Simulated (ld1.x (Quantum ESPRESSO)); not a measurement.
terbium (Tb), PAW: configuration errors across variants

terbium, PAW, made with ld1.x (Quantum ESPRESSO) 7.5 (revPBE, scalar-relativistic). Core [Kr] 4d10, reference 4f8 5s2 5p6 5d1 6s2 6p0. Waves: 5s (bound): rcut 1.70, rcutus 1.85 bohr; 6s (bound): rcut 1.70, rcutus 1.85 bohr; 5p (bound): rcut 2.00, rcutus 2.15 bohr; 6p (bound, empty): rcut 2.00, rcutus 2.15 bohr; 5d (bound): rcut 1.80, rcutus 2.40 bohr; 5d channel at 2.4 Ry: rcut 1.80, rcutus 2.40 bohr; 4f (bound): rcut 0.95, rcutus 1.05 bohr; 4f channel at 0.4 Ry: rcut 0.95, rcutus 1.05 bohr. Local part: all-electron potential smoothed inside 1.45 bohr (lloc = -1). Core correction: Bessel-smoothed model core, default radius (core density twice the valence density). Augmentation charge: PSQ, radius 0.90 bohr.

All-electron excitation energies from the reference (eV): (1) 4f9 5s2 5p6 5d0 6s2 6p0 -4.129; (2) 4f9 5s2 5p6 5d0 6s1 6p0 1.950; (3) 4f9 5s2 5p6 5d0 6s0 6p0 13.350; (4) 4f9 5s2 5p6 5d1 6s0 6p0 3.870; (5) 4f7 5s2 5p6 5d0 6s0 6p0 82.639; (6) 4f9 5s2 5p5 5d0 6s2 6p0 25.876; (7) 4f9 5s1 5p6 5d0 6s2 6p0 49.085.

The overlap operator is not positive definite (basis up to 400 Ry) in “waves 5d (bound): rcut 1.80, rcutus 2.52 bohr; 5d channel at 2.4 Ry: rcut 1.80, rcutus 2.52 bohr”, “waves 5d (bound): rcut 1.80, rcutus 2.70 bohr; 5d channel at 2.4 Ry: rcut 1.80, rcutus 2.70 bohr”. Such files are unfit for use, however small their errors in these radial tests.

Errors AE − PS in meV (a dash: test not solved or not reliable):

| change | (1) | (2) | (3) | (4) | (5) | (6) | (7) | bound ghosts |
| --- | --- | --- | --- | --- | --- | --- | --- | --- |
| base | -80 | -87 | -98 | -79 | -11 | -154 | -166 | none |
| waves 5d (bound): rcut 1.44, rcutus 1.52 bohr; 5d channel at 2.4 Ry: rcut 1.44, rcutus 1.52 bohr | -80 | -87 | -98 | -81 | -11 | -154 | -166 | none |
| waves 5d (bound): rcut 1.80, rcutus 1.94 bohr; 5d channel at 2.4 Ry: rcut 1.80, rcutus 1.94 bohr | -80 | -87 | -98 | -81 | -11 | -154 | -166 | none |
| waves 5d (bound): rcut 1.80, rcutus 2.22 bohr; 5d channel at 2.4 Ry: rcut 1.80, rcutus 2.22 bohr | -80 | -87 | -98 | -81 | -11 | -154 | -166 | none |
| waves 5d (bound): rcut 1.80, rcutus 2.52 bohr; 5d channel at 2.4 Ry: rcut 1.80, rcutus 2.52 bohr | -80 | -87 | -98 | -76 | -11 | -154 | -166 | not determined (overlap not positive) |
| waves 5d (bound): rcut 1.80, rcutus 2.70 bohr; 5d channel at 2.4 Ry: rcut 1.80, rcutus 2.70 bohr | -80 | -87 | -98 | – | – | – | – | not determined (overlap not positive) |
| waves 5d (bound): rcut 1.80, rcutus 3.00 bohr; 5d channel at 2.4 Ry: rcut 1.80, rcutus 3.00 bohr | -82 | -89 | -99 | -83 | +8.2 | -157 | -169 | none |
| waves 5d (bound): rcut 1.80, rcutus 3.26 bohr; 5d channel at 2.4 Ry: rcut 1.80, rcutus 3.26 bohr | -82 | -89 | -99 | -83 | -3.6 | -156 | -168 | none |

(1) Give the same row for: waves 5d (bound): rcut 1.80, rcutus 3.60 bohr; 5d channel at 2.4 Ry: rcut 1.80, rcutus 3.60 bohr.

## Answers

(1) -82, -89, -99, -83, -3.8, -156, -168; bound ghosts: none.
